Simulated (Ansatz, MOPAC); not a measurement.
Molecule: C3HO (charge -1, singlet). SMILES: [CH-]=C=C=O

Atoms: C1, C2, C3, O4, H5. Bonds: C1-C2, C1-H5, C2-C3, C3-O4.

Bond lengths (Å) and angles (degrees) optimised at PM6 with MOPAC; HF/STO-3G with Ansatz (an electronic-structure program); HF/6-31G* with Ansatz; PBE/6-31G* with Ansatz; B3LYP/6-31G* with Ansatz; MP2/6-31G* with Ansatz, each started from the B3LYP-D3(BJ)/def2-TZVP structure (Ansatz) of the last column. A row stands for all coordinates that are equal there. 6-31G* holds six Cartesian d functions. No wavenumbers were computed at HF/STO-3G, PBE/6-31G*, MP2/6-31G*, so these may be saddle points.

```tsv
coordinate	PM6	HF/STO-3G	HF/6-31G*	PBE/6-31G*	B3LYP/6-31G*	MP2/6-31G*	B3LYP-D3(BJ)/def2-TZVP
C1-C2	1.298	1.341	1.350	1.360	1.354	1.361	1.345
C1-H5	1.010	1.126	1.110	1.139	1.130	1.126	1.117
C2-C3	1.422	1.237	1.251	1.312	1.284	1.299	1.272
C3-O4	1.211	1.234	1.202	1.232	1.223	1.227	1.212
C1-C2-C3	157.1	170.0	174.5	152.5	160.5	152.4	164.6
C2-C3-O4	128.2	174.9	178.2	160.5	168.0	164.6	172.3
C2-C1-H5	178.7	107.0	108.0	107.9	108.1	107.1	109.3
```

Mean signed difference of all 4 bond lengths from B3LYP-D3(BJ)/def2-TZVP: PM6 -0.001 Å, HF/STO-3G -0.002 Å, HF/6-31G* -0.008 Å, PBE/6-31G* 0.024 Å, B3LYP/6-31G* 0.011 Å, MP2/6-31G* 0.017 Å.
